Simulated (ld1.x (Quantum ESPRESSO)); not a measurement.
# An odd input for ld1.x (Quantum ESPRESSO) 7.5 (Er (Z = 68))

Command:

```bash
ld1.x < Er.in > Er.out
```

Input:

```
&input
   title='Er', zed=68., rel=1, dft='PZ', iswitch=3,
   config='[Xe] 4f11.5 5d0.5 6s2 6p0',
   nld=4, rlderiv=3.50, eminld=-2.0, emaxld=5.0, deld=0.02
 /
 &inputp
   pseudotype=1, tm=.true., lloc=1,
   nlcc=.false.,
   file_pseudopw='Er.pp', file_wfcaegen='ae.wfc', file_wfcncgen='nc.wfc'
 /
4
6S  1  0   3.00   0.00  2.85  2.85  0.0
5D  3  2   0.50   0.00  2.70  2.70  0.0
4F  4  3  11.50   0.00  0.65  0.65  0.0
6P  2  1   0.00   0.00  3.20  3.20  0.0
 &test
   configts(1)='4f11.5 5d0.5 6s2 6p0'
 /
```

This is an input that runs to its end, with one change: occupation of 6S in the list raised by one against config. The unchanged file is no sound one. A Bessel basis up to 400 Ry misses an occupied level by 0.16 Ry, so cutoffs and ghosts were not judged.

Q: How does the run end?

A: The program refuses the input: "read_psconfig: occupations (l) wrong".

```
Program LD1 v.7.5

 %%%%%%%%%%%%%%%%%%%%%%%%%%%%%%%%%%%%%%%%%%%%%%%%%%%%%%%%%%%%%%%%%%%%%%%%%%%%%%
     Error in routine read_psconfig (1):
     occupations (l) wrong
 %%%%%%%%%%%%%%%%%%%%%%%%%%%%%%%%%%%%%%%%%%%%%%%%%%%%%%%%%%%%%%%%%%%%%%%%%%%%%%

     stopping ...
```
